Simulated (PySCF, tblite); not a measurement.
Species: C5H11P2 (charge +1).
SMILES with atom numbers: `[CH:1]#[C:2][CH2:3][P@H+:4]([PH2:5])[CH2:6][CH3:7]` (hydrogens: H8 on C1; H9, H10 on C3; H11 on P4; H12, H13 on P5; H14, H15 on C6; H16, H17, H18 on C7)

Geometry (GFN2-xTB, Å), atoms numbered from 1 in this order:
```xyz
18
C5H11P2 angstrom
C     -3.638    0.510    0.329
C     -2.718   -0.048   -0.195
C     -1.587   -0.713   -0.813
P     -0.038   -0.012   -0.133
P      0.163    2.064   -0.700
C      1.390   -0.972   -0.737
C      2.697   -0.356   -0.245
H     -4.473    0.974    0.768
H     -1.619   -1.790   -0.613
H     -1.596   -0.550   -1.898
H     -0.110   -0.256    1.233
H      0.867    2.381    0.468
H     -1.083    2.369   -0.139
H      1.352   -0.969   -1.831
H      1.291   -2.005   -0.392
H      3.539   -0.949   -0.594
H      2.820    0.657   -0.627
H      2.733   -0.329    0.843
```

The geometry is computed with GFN2-xTB (gas phase).

Masses are those of the commonest isotopes; rigid-rotor values at the optimised geometry. The values belong to one conformer with, in the numbering `[CH:1]#[C:2][CH2:3][P@H+:4]([PH2:5])[CH2:6][CH3:7]`, C2–C3–P4–P5 -65°, C3–P4–P5–H 149° and 56°, C3–P4–C6–C7 177°.

Task: Give the principal moments of inertia and the rotational constants in GHz.

Result: Ia = 184.10, Ib = 464.17, Ic = 601.59 u·Å²; 505379 MHz·u·Å²/I gives 2745, 1089 and 840.1 MHz, that is A = 2.7452, B = 1.0888, C = 0.8401 GHz.

Task: What kind of rotor is it?

Result: An asymmetric top; Ray's κ = -0.739.

Task: What does the inertial defect say?

Result: Not planar: Δ = Ic − Ia − Ib = -46.68 u·Å². For a rigid frame Δ = −2 Σ m c², so Σ m c² = 23.34 u·Å² lies off the ab plane: 11.24 from hydrogen and 12.10 from heavier atoms. The atom farthest from that plane is 1.67 Å away.

Task: Where do the levels up to J = 2 lie, in cm⁻¹?

Result: Above 0(0,0):
J = 1: 1(0,1) 0.0643, 1(1,1) 0.1196, 1(1,0) 0.1279
J = 2: 2(0,2) 0.1922, 2(1,2) 0.2400, 2(1,1) 0.2649, 2(2,1) 0.4306, 2(2,0) 0.4315
Those of J = 1 are B + C, A + C and A + B.

Task: Estimate the classical rotational partition function at 50 K, 200 K and 298.15 K.

Result: Point group C1, symmetry number σ = 1; q = (√π/σ)·√((kT/h)³/(ABC)), k/h = 20836.6 MHz/K: 37600 at 50 K, 301000 at 200 K, 548000 at 298.15 K.

Its GFN2-xTB frequencies are all real (lowest 43 cm⁻¹). Zero-point vibration and centrifugal distortion are left out.
